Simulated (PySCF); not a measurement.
## Bond length, frequency and bond energy of ZnI⁺ by level of theory

State: ¹Σ⁺ (singlet), closed shell. Set-up: PySCF, scalar-relativistic core potentials, basis sets Zn def2-SVP, I def2-SVP with ECP28. De refers to Zn⁺ + I in their high-spin ground configurations, without counterpoise correction. A positive dipole points towards I; it is taken about the centre of mass and depends on that origin.

| Level | Re (Å) | ωe (cm⁻¹) | De (eV) | μ (D) | CPU s a point (SCF and correlation, without the integrals) |
| --- | --- | --- | --- | --- | --- |
| RHF | 2.416 | 275 | 0.93 | -9.15 | 0.11 |
| RHF-MP2 | 2.392 | 282 | 1.98 | n/a | 0.18 |
| RHF-SCS-MP2 | 2.404 | 275 | 1.89 | n/a | n/a |
| RHF-CCSD | 2.412 | 269 | 1.88 | n/a | n/a |
| RHF-CCSD(T) | 2.412 | 267 | 1.98 | n/a | 3.4 |
| PBE | 2.399 | 263 | 2.48 | -6.61 | 0.7 |
| PBEsol | 2.372 | 275 | 2.67 | -6.59 | 0.52 |
| revPBE | 2.414 | 257 | 2.28 | -6.78 | 0.5 |
| r²SCAN | 2.372 | 279 | 2.35 | -7.15 | 0.82 |
| PBE0 | 2.386 | 274 | 2.23 | -7.30 | 1.4 |
| r²SCAN0 | 2.369 | 284 | 2.15 | -7.61 | 0.9 |
| LC-ωPBE | 2.353 | 295 | 1.99 | -7.91 | 0.99 |

**Question.** Which functional lies closest to RHF-CCSD(T) in De, which farthest, and by how much do they differ from it?

**Answer.** Closest is LC-ωPBE (-5.9 pm in Re, +10.5 % in ωe, +0.01 eV in De against RHF-CCSD(T) in the same basis), farthest PBEsol (-4.0 pm in Re, +3.0 % in ωe, +0.69 eV in De). CCSD(T) converges more slowly with the basis than the functionals do and binds too weakly in this one, so the order can change at the basis-set limit.

**Question.** What does a quarter of exact exchange do here, going from PBE to PBE0?

**Answer.** PBE0 less PBE: -1.3 pm in Re, +4.2 % in ωe, -0.25 eV in De. Exact exchange removes part of the self-interaction that spreads semilocal densities, and in most molecules shortens and stiffens the bond and lowers De; so it does here.

**Question.** What does a quarter of exact exchange do here, going from r²SCAN to r²SCAN0?

**Answer.** r²SCAN0 less r²SCAN: -0.3 pm in Re, +1.8 % in ωe, -0.20 eV in De. Exact exchange removes part of the self-interaction that spreads semilocal densities, and in most molecules shortens and stiffens the bond and lowers De; so it does here.

Correlated steps freeze 9 core orbitals. Correlated levels converge slowly with the basis: in double zeta they bind strong bonds too weakly, by up to about 1 eV, and carry superposition errors of some tenths. These are scalar-relativistic numbers at best; spin–orbit coupling would shift them, the dissociation energy most. For an ion De counts to the pair picked by the measured ionisation energies or electron affinities, which need not be the lowest pair at this level. Where the molecule has an RHF reference, its open-shell atoms are computed with UHF.

The whole job (state search and all levels along the bond) took about 2.3 min on 1 thread of Oxide Virtual Turin-like (shared host), peak memory 0.75 GiB.
